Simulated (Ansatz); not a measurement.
Cost and result for the atomization energy of C2H7NOSn (`N=C(O)[CH2][SnH3]`) (12 atoms, 11 bonds).

```xyz
12

N    -1.327   -1.818    0.026
C    -1.052   -0.592   -0.119
O    -1.821    0.328    0.502
C     0.057    0.043   -0.868
Sn    1.487    0.945    0.491
H    -0.683   -2.407   -0.490
H    -2.502   -0.171    0.973
H    -0.320    0.855   -1.493
H     0.574   -0.683   -1.493
H     0.919    2.464    1.008
H     2.960    1.136   -0.354
H     1.708   -0.102    1.818
```

Total charge 0; spin multiplicity 1. Correlated methods include outer-core shells of Sn, which these sets cover unevenly. Sn: def2 effective core potential. The geometry is a stationary point of PBE0-D4/def2-TZVP. It is one conformer, not always the lowest. Program: Ansatz. All runs use 4 threads of a server CPU on a shared host. Times are those of one run each, without the atoms' runs, and a repeat can differ threefold. Electronic energies, without spin–orbit coupling; frozen cores. CCSD(T)/CBS adds CCSD(T) − MP2 in def2-TZVPP to the MP2 limit, and its time is that of the two runs behind it. T1 = 0.013. With those shells the extrapolation isn't a true limit. B3LYP takes the VWN-RPA correlation (the form of Gaussian; ORCA's B3LYP/G). HSE06 is the plane-wave form, built on full-range PBE exchange.

CCSD(T)/CBS is a level of theory with its own doubt, some kJ/mol a heavy atom from the limit and from the frozen cores, so smaller differences don't rank the functionals.

```
                             level  functions  wall time
              revPBE-D4/def2-TZVPP        272      1.3 s
   PBE-D4/def2-TZVPP (with forces)        272      1.7 s
                PBE0-D4/def2-TZVPP        272      1.9 s
               BHLYP-D4/def2-TZVPP        272        2 s
               HSE06-D4/def2-TZVPP        272      2.1 s
r2SCAN-D4/def2-TZVPP (with forces)        272      2.6 s
 B3LYP-D4/def2-TZVPP (with forces)        272      3.1 s
                 B2PLYP/def2-TZVPP        272      3.6 s
               PBE-QIDH/def2-TZVPP        272      3.9 s
                  CCSD(T)/def2-SVP        117      5.5 s
                    MP2/def2-QZVPP        520       14 s
                CCSD(T)/def2-TZVPP        272    2.6 min
                 CCSD(T)/CBS(def2)          –    2.8 min
```

(1) What atomization energy does each give, and how far from CCSD(T)/CBS? (An estimate is asked.)

Results:

(1) Computed: 
```csv
level,atomization (kcal/mol),difference from CCSD(T)/CBS,per bond
revPBE-D4/def2-TZVPP,998.0,-5.8,-0.5
PBE-D4/def2-TZVPP (with forces),1025.9,22.1,2.0
PBE0-D4/def2-TZVPP,1002.0,-1.8,-0.2
BHLYP-D4/def2-TZVPP,965.4,-38.4,-3.5
HSE06-D4/def2-TZVPP,1002.5,-1.3,-0.1
r2SCAN-D4/def2-TZVPP (with forces),1001.2,-2.6,-0.2
B3LYP-D4/def2-TZVPP (with forces),1001.2,-2.6,-0.2
B2PLYP/def2-TZVPP,988.5,-15.3,-1.4
PBE-QIDH/def2-TZVPP,990.4,-13.4,-1.2
CCSD(T)/def2-SVP,940.9,-62.9,-5.7
MP2/def2-QZVPP,1002.3,-1.5,-0.1
CCSD(T)/def2-TZVPP,976.0,-27.8,-2.5
CCSD(T)/CBS(def2),1003.8,0.0,0.0
```

From BLYP to BHLYP (50 % exact exchange), in def2-TZVPP and without D4, the atomization energy moves by −32.5 kcal/mol: exact exchange takes away binding that semilocal exchange gives to molecules. The D4 term adds +9.7 kcal/mol with B3LYP and +5.1 kcal/mol with PBE0; it sums over pairs of atoms, weighted by their polarisabilities, and B3LYP, whose exchange is more repulsive, gets the larger term. At CCSD(T), def2-SVP lies −62.9 kcal/mol from the extrapolated value and def2-TZVPP −27.8 kcal/mol: correlation converges slowly with the basis, and small sets miss more of it in the bonded molecule than in its fragments.

Spin–orbit coupling would lower the free Sn atoms strongly, and the atomization energy with them, by more than many differences here. For some Ge, Se and Sn compounds the MP2-based and the directly extrapolated limit differ by 10 to 25 kJ/mol.
